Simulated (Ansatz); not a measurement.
```xyz
9

F     2.3863   -0.6776   -0.7002
C     1.3527    0.0419   -0.2993
C     0.1538   -0.4952   -0.1487
F    -0.0940   -1.7755   -0.3853
C    -1.0494    0.2735    0.3024
F    -0.7431    1.5531    0.5239
F    -2.0181    0.2306   -0.6148
F    -1.5494   -0.2356    1.4303
H     1.5612    1.0848   -0.1081
```

Charge 0, multiplicity 1.

(1) List the PBE0/def2-TZVPP orbital energies in eV (the Gaussian-basis code of Ansatz). (An estimate is asked.)

## Answers

(1) Computed: Occupied: -675.63, -675.45, -675.42, -675.42, -675.41, -285.70, -281.57, -281.48, -37.45, -35.66, -35.30, -34.98, -34.83, -23.52, -20.78, -18.64, -17.53, -17.39, -17.36, -16.23, -15.29, -14.69, -13.98, -13.87, -13.66, -13.48, -12.82, -12.75, -12.25, -12.17, -11.17, -8.36. Lowest empty: -0.59, 0.76, 2.14, 3.21, 3.60, 4.30, 4.56, 5.83.
